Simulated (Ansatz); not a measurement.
Consider the redistribution: `N[SiH](Cl)O[SiH3]` + `[F][In]([SH])[O][SiH3]` → `N[SiH](S)Cl` + `[F][In]([O][SiH3])[O][SiH3]`.

Calculated with Ansatz (gas phase, PBE0-D4/def2-TZVP geometries, no zero-point term in ΔE). CBS: MP2 limit from def2 TZ/QZ plus the TZ coupled-cluster correction, frozen cores. Functionals use def2-TZVPP. B3LYP here is the variant with VWN-RPA as its local correlation; programs differ in this. Elements past krypton have def2 core potentials. For In outer-core shells are correlated without core-valence functions, which leaves a few kJ/mol of doubt a bond. Each species was taken in one conformer, which may not be the lowest.

Q: Is it downhill or uphill in electronic energy at CCSD(T)/CBS, and by how much? (An estimate is asked.)

A: Computed: Uphill: ΔE = +121.4 kJ/mol.

Q: What do these levels give: B3LYP, HF/def2-TZVPP, CCSD/def2-TZVPP, MP2/def2-QZVPP, SCS-MP2/def2-QZVPP, MP2/CBS(def2)? (Estimate.)

A: Ansatz gave: B3LYP 133.1, HF/def2-TZVPP 144.7, CCSD/def2-TZVPP 128.9, MP2/def2-QZVPP 122.0, SCS-MP2/def2-QZVPP 122.8, MP2/CBS(def2) 120.6 kJ/mol.

Largest T1 diagnostic among the species: 0.016.

From PBE to PBE0 (25 % exact exchange), in def2-TZVPP and without D4, ΔE moves by +7.2 kJ/mol. The D4 term adds −3.3 kJ/mol with B3LYP and −1.8 kJ/mol with PBE0; it sums over pairs of atoms, weighted by their polarisabilities, and B3LYP, whose exchange is more repulsive, gets the larger term. In def2-TZVPP, CCSD(T) changes the Hartree–Fock value by −20.0 kJ/mol (the triples alone add −4.1 kJ/mol) and MP2 by −20.7 kJ/mol.
